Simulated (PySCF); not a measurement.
Ionisation energy of Sn²⁺ by level of theory

Sn²⁺ [Kr] 4d10 5s2 (1S) → Sn³⁺ [Kr] 4d10 5s1 (2S), as a difference of total energies. Computed with PySCF 2.14 in aug-cc-pwCVTZ-PP with ECP28MDF (8s7p6d4f1g, 96 functions), with a scalar-relativistic core potential. Correlated levels: valence: 4s2 4p6 4d10 frozen. The calculations carry no spin-orbit coupling.

| method | ionisation energy (eV) | error (eV) |
| --- | --- | --- |
| UHF | 28.533 | -1.973 |
| MP2 (valence) | 29.234 | -1.272 |
| SCS-MP2 (valence) | 29.374 | -1.132 |
| CCSD (valence) | 29.480 | -1.026 |

Reference: 30.506 eV (measured; NIST Atomic Spectra Database, ionization energies).

Errors of the correlated levels include the incompleteness of this basis and the frozen core.

With two correlated electrons CCSD is exact in that space.
